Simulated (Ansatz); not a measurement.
Reaction (redistribution): `CNB(C)O` + `N[CH]([SiH3])[GeH3]` → `CNB(C)N` + `O[CH]([SiH3])[GeH3]`

Gas-phase electronic energies from Ansatz, PBE0-D4/def2-TZVP geometries. CBS: MP2 limit from def2 TZ/QZ plus the TZ coupled-cluster correction, frozen cores. Functionals use def2-TZVPP. B3LYP here is the variant with VWN-RPA as its local correlation; programs differ in this. For Ge outer-core shells are correlated without core-valence functions, which leaves a few kJ/mol of doubt a bond. Scalar relativity is left out up to krypton. One conformer a species, not always the lowest.

```json
{"level": "PBE-D4", "ΔE (kcal/mol)": "10.9", "difference from CCSD(T)/CBS": "-1.4"}
{"level": "r2SCAN-D4", "ΔE (kcal/mol)": "11.4", "difference from CCSD(T)/CBS": "-0.9"}
{"level": "PBE0-D4", "ΔE (kcal/mol)": "11.6", "difference from CCSD(T)/CBS": "-0.7"}
{"level": "B3LYP-D4", "ΔE (kcal/mol)": "11.2", "difference from CCSD(T)/CBS": "-1.1"}
{"level": "ωB97X-V", "ΔE (kcal/mol)": "11.4", "difference from CCSD(T)/CBS": "-0.9"}
{"level": "ωB97M-V", "ΔE (kcal/mol)": "11.6", "difference from CCSD(T)/CBS": "-0.7"}
{"level": "B2PLYP", "ΔE (kcal/mol)": "11.8", "difference from CCSD(T)/CBS": "-0.5"}
{"level": "PBE", "ΔE (kcal/mol)": "10.8", "difference from CCSD(T)/CBS": "-1.5"}
{"level": "r2SCAN", "ΔE (kcal/mol)": "11.4", "difference from CCSD(T)/CBS": "-0.9"}
{"level": "PBE0", "ΔE (kcal/mol)": "11.5", "difference from CCSD(T)/CBS": "-0.8"}
{"level": "B3LYP", "ΔE (kcal/mol)": "11.0", "difference from CCSD(T)/CBS": "-1.3"}
{"level": "HF/def2-TZVPP", "ΔE (kcal/mol)": "12.3", "difference from CCSD(T)/CBS": "0.0"}
{"level": "MP2/def2-TZVPP", "ΔE (kcal/mol)": "13.2", "difference from CCSD(T)/CBS": "0.9"}
{"level": "SCS-MP2/def2-TZVPP", "ΔE (kcal/mol)": "12.7", "difference from CCSD(T)/CBS": "0.4"}
{"level": "CCSD/def2-TZVPP", "ΔE (kcal/mol)": "12.6", "difference from CCSD(T)/CBS": "0.3"}
{"level": "CCSD(T)/def2-TZVPP", "ΔE (kcal/mol)": "12.6", "difference from CCSD(T)/CBS": "0.3"}
{"level": "HF/def2-QZVPP", "ΔE (kcal/mol)": "12.2", "difference from CCSD(T)/CBS": "-0.1"}
{"level": "MP2/def2-QZVPP", "ΔE (kcal/mol)": "13.0", "difference from CCSD(T)/CBS": "0.7"}
{"level": "SCS-MP2/def2-QZVPP", "ΔE (kcal/mol)": "12.5", "difference from CCSD(T)/CBS": "0.2"}
{"level": "HF/CBS(def2)", "ΔE (kcal/mol)": "12.2", "difference from CCSD(T)/CBS": "-0.1"}
{"level": "MP2/CBS(def2)", "ΔE (kcal/mol)": "12.9", "difference from CCSD(T)/CBS": "0.6"}
{"level": "CCSD/CBS(def2)", "ΔE (kcal/mol)": "12.2", "difference from CCSD(T)/CBS": "-0.1"}
{"level": "CCSD(T)/CBS", "ΔE (kcal/mol)": "12.3", "difference from CCSD(T)/CBS": "0"}
```

Largest T1 diagnostic among the species: 0.012.
